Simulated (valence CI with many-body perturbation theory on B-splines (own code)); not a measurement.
Level structure of I46+

Calculated by relativistic CI+MBPT: five valence electrons over a frozen Dirac-Fock core [He], a basis of 9 s, 9 p, 8 d, 6 f, 3 g, 1 h functions for each j, with the one-electron correlation potential Σ1 (screened to all orders), the two-electron term Σ2, the three-electron term Σ3, Breit, model QED; selected single and double excitations, second order for the rest (own B-spline code, finite nucleus).

No measured spectrum was set against this ion. As an estimate, large intervals hold to a few tenths of a per cent, small ones and those within an open d or f shell to about a per cent. Among the levels kept, up to 1300 cm⁻¹ of a level comes from second order outside the variational space, and about a tenth of that is noise between levels of different J, which matters for small intervals.

Levels 1 to 45 of 78, with energies above the lowest level, (2s^2 2p1/2^2 2p3/2) J=3/2. "Leading %" is the weight of the configuration and term that name the level; weights of strongly mixed levels are sums over their largest components and can fall short. In the jj column 3d3/2^4 stands for four electrons in 3d with j = 3/2. Lifetimes count E1, E2, E3, M1 and M2 decay at the calculated energies, and are blank where another channel may lead or the interval is too uncertain; long ones can be off by a factor of two.

```csv
No.,Configuration,Term,J,E (Ry),Leading %,g,Lifetime,Second component,Leading jj
1,2s2 2p3,2P°,3/2,0.00,46,1.363,,28 % 2s2 2p3 4S°,2s^2 2p1/2^2 2p3/2 (99 %)
2,2s2 2p3,4S°,3/2,21.71,54,1.438,3.80 ns,45 % 2s2 2p3 2D°,2s^2 2p1/2 2p3/2^2 (100 %)
3,2s2 2p3,2D°,5/2,23.17,100,1.181,22.0 ns,,2s^2 2p1/2 2p3/2^2 (100 %)
4,2s2 2p3,2P°,1/2,25.39,100,0.642,5.63 ns,,2s^2 2p1/2 2p3/2^2 (100 %)
5,2s 2p4,4P,5/2,37.33,75,1.484,5.32 ps,25 % 2s 2p4 2D,2s 2p1/2^2 2p3/2^2 (99 %)
6,2s 2p4,2S,1/2,42.24,60,2.107,1.35 ps,33 % 2s 2p4 4P,2s 2p1/2^2 2p3/2^2 (98 %)
7,2s 2p4,2P,3/2,42.36,43,1.206,799 fs,36 % 2s 2p4 2D,2s 2p1/2^2 2p3/2^2 (98 %)
8,2s2 2p3,2P°,3/2,47.19,53,1.282,1.66 ns,29 % 2s2 2p3 2D°,2s^2 2p3/2^3 (99 %)
9,2s 2p4,4P,3/2,60.52,78,1.549,1.59 ps,15 % 2s 2p4 2D,2s 2p1/2 2p3/2^3 (99 %)
10,2s 2p4,2D,5/2,62.86,75,1.280,1.59 ps,25 % 2s 2p4 4P,2s 2p1/2 2p3/2^3 (99 %)
11,2s 2p4,2P,1/2,65.47,60,1.425,606 fs,36 % 2s 2p4 4P,2s 2p1/2 2p3/2^3 (96 %)
12,2s 2p4,2P,3/2,66.30,50,1.061,594 fs,48 % 2s 2p4 2D,2s 2p1/2 2p3/2^3 (99 %)
13,2p5,2P°,3/2,83.57,99,1.316,539 fs,,2p1/2^2 2p3/2^3 (99 %)
14,2s 2p4,2S,1/2,88.47,37,1.747,679 fs,33 % 2s 2p4 2P,2s 2p3/2^4 (98 %)
15,2p5,2P°,1/2,106.78,100,0.642,404 fs,,2p1/2 2p3/2^4 (100 %)
16,2s2 2p2 3s,4P,1/2,323.07,48,2.019,22.4 fs,29 % 2s2 2p2 3s 2S,2s^2 2p1/2^2 3s (99 %)
17,2s2 2p2 3p,2P°,1/2,327.79,43,0.657,2.16 ps,40 % 2s2 2p2 3p 4D°,2s^2 2p1/2^2 3p1/2 (99 %)
18,2s2 2p2 3p,2P°,3/2,335.13,31,1.332,2.08 ps,22 % 2s2 2p2 3p 4D°,2s^2 2p1/2^2 3p3/2 (99 %)
19,2s2 2p2 3d,2D,3/2,339.74,39,0.785,15.8 fs,34 % 2s2 2p2 3d 4F,2s^2 2p1/2^2 3d3/2 (99 %)
20,2s2 2p2 3d,2D,5/2,342.19,32,1.198,3.04 fs,20 % 2s2 2p2 3d 4D,2s^2 2p1/2^2 3d5/2 (98 %)
21,2s2 2p2 3s,4P,3/2,345.21,88,1.670,31.5 fs,10 % 2s2 2p2 3s 2P,2s^2 2p1/2 2p3/2 3s (99 %)
22,2s2 2p2 3s,2P,1/2,345.73,67,1.298,14.8 fs,32 % 2s2 2p2 3s 4P,2s^2 2p1/2 2p3/2 3s (99 %)
23,2s2 2p2 3s,2D,5/2,346.44,61,1.335,34.7 fs,38 % 2s2 2p2 3s 4P,2s^2 2p1/2 2p3/2 3s (99 %)
24,2s2 2p2 3s,2D,3/2,346.75,62,0.985,15.7 fs,36 % 2s2 2p2 3s 2P,2s^2 2p1/2 2p3/2 3s (99 %)
25,2s2 2p2 3p,4P°,1/2,349.90,46,1.717,2.83 ps,29 % 2s2 2p2 3p 4D°,2s^2 2p1/2 2p3/2 3p1/2 (99 %)
26,2s2 2p2 3p,4D°,3/2,350.30,55,1.143,2.99 ps,23 % 2s2 2p2 3p 2D°,2s^2 2p1/2 2p3/2 3p1/2 (99 %)
27,2s2 2p2 3p,2F°,5/2,351.17,46,1.080,2.21 ps,31 % 2s2 2p2 3p 2D°,2s^2 2p1/2 2p3/2 3p1/2 (99 %)
28,2s2 2p2 3p,2P°,3/2,352.92,41,1.345,690 fs,26 % 2s2 2p2 3p 2D°,2s^2 2p1/2 2p3/2 3p1/2 (98 %)
29,2s2 2p2 3p,4D°,5/2,356.44,44,1.447,334 fs,31 % 2s2 2p2 3p 4P°,2s^2 2p1/2 2p3/2 3p3/2 (86 %)
30,2s2 2p2 3p,4P°,1/2,356.98,34,1.633,1.42 ps,34 % 2s2 2p2 3p 2P°,2s^2 2p1/2 2p3/2 3p3/2 (98 %)
31,2s2 2p2 3p,2D°,3/2,357.41,52,1.173,1.79 ps,25 % 2s2 2p2 3p 4P°,2s^2 2p1/2 2p3/2 3p3/2 (99 %)
32,2s2 2p2 3p,2F°,7/2,357.91,61,1.239,2.32 ps,38 % 2s2 2p2 3p 4D°,2s^2 2p1/2 2p3/2 3p3/2 (99 %)
33,2s2 2p2 3p,2P°,3/2,358.19,32,1.401,89.2 fs,22 % 2s2 2p2 3p 4S°,2s^2 2p1/2 2p3/2 3p3/2 (82 %)
34,2s 2p3 3s,4P°,5/2,358.69,23,1.438,78.0 fs,19 % 2s 2p3 3s 6S°,2s 2p1/2^2 2p3/2 3s (50 %)
35,2s2 2p2 3p,2D°,5/2,359.56,30,1.381,162 fs,15 % 2s2 2p2 3p 4P°,2s^2 2p1/2 2p3/2 3p3/2 (65 %)
36,2s2 2p2 3p,2P°,1/2,360.06,82,0.660,212 fs,8 % 2s2 2p2 3p 4D°,2s^2 2p1/2 2p3/2 3p3/2 (95 %)
37,2s 2p3 3s,2P°,3/2,360.48,29,1.493,21.9 fs,27 % 2s 2p3 3s 4S°,2s 2p1/2^2 2p3/2 3s (83 %)
38,2s2 2p2 3d,4F,3/2,361.96,42,0.939,7.90 fs,29 % 2s2 2p2 3d 2P,2s^2 2p1/2 2p3/2 3d3/2 (97 %)
39,2s2 2p2 3d,4F,5/2,362.10,55,0.979,16.3 fs,36 % 2s2 2p2 3d 2F,2s^2 2p1/2 2p3/2 3d3/2 (96 %)
40,2s2 2p2 3d,4D,1/2,362.23,80,0.234,17.0 fs,14 % 2s2 2p2 3d 2P,2s^2 2p1/2 2p3/2 3d3/2 (100 %)
41,2s2 2p2 3d,2G,7/2,363.06,45,1.048,10.1 ps,32 % 2s2 2p2 3d 4F,2s^2 2p1/2 2p3/2 3d3/2 (92 %)
42,2s2 2p2 3d,2F,5/2,363.32,22,1.246,2.40 fs,13 % 2s2 2p2 3d 2D,2s^2 2p1/2 2p3/2 3d3/2 (53 %)
43,2s 2p3 3p,6P,3/2,363.60,19,1.532,4.39 fs,14 % 2s2 2p2 3d 2D,2s 2p1/2^2 2p3/2 3p1/2 (66 %)
44,2s2 2p2 3d,4D,7/2,363.65,48,1.302,93.7 fs,30 % 2s2 2p2 3d 4F,2s^2 2p1/2 2p3/2 3d5/2 (96 %)
45,2s 2p3 3s,2P°,1/2,363.72,38,0.764,19.2 fs,36 % 2s 2p3 3s 4D°,2s 2p1/2^2 2p3/2 3s (92 %)
```

The ionisation energy to 2s2 2p2 3P_0 of the next ion comes out as 8044.3 eV (NIST: 8044 ± 4 eV (theoretical)). All 78 levels together are meant to be complete up to 378.48 Ry.
